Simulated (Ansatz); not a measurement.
Ansatz (an electronic-structure program) input (RPA@PBE/cc-pV(Q+d)Z):
A basis named .json is the Basis Set Exchange file of that set.

Ansatz 0.2 input:
```yaml
crystal:
  periodic: [false, false, false]
  atoms:
    - {symbol: F, position_ang: [-1.32388716, -0.37054190, 0.06138857]}
    - {symbol: Si, position_ang: [-0.01157226, 0.43205305, -0.00961660]}
    - {symbol: F, position_ang: [1.34188846, -0.30154062, -0.04642942]}
basis:
  gaussian:
    orbitals: cc-pV_Q+d_Z.json
hamiltonian:
  xc: pbe
total_charge: 1
magnetization: {spin_polarized: true, initial_magnetization: 1}
correlation: {method: rpa, electrons: outside_noble_gas}
```

Output:

```
Functional definition: PBE
integrals: 0.24 GiB planned
1090 factors; integrals over basis functions are off by at most 5.0e-4 eV
mean field: 0.66 GiB planned
mean field evaluation 1: about -13279.2433 eV, gradient 8.2e1 eV
mean field evaluation 2: about -13279.2437 eV, gradient 8.2e1 eV
mean field evaluation 4: about -13296.2761 eV, gradient 1.4e1 eV
mean field evaluation 8: about -13297.3656 eV, gradient 1.8e-1 eV
mean field evaluation 16: about -13297.3657 eV, gradient 7.4e-5 eV
mean field evaluation 32: about -13236.6285 eV, gradient 3.2e1 eV
mean field -13297.36573237 eV, -488.6691773865 hartree, gradient 8.4e-7 eV, S^2 0.751868; 0 other end points of the search recorded, 0 dependent functions left out
7 core orbitals not correlated
reference -13269.02634432 eV, -487.6277240848 hartree; 9, 8 occupied and 158, 159 virtual orbitals, 1090 factors
Total energy: -13295.37542003 eV, -488.5960347571 hartree
```
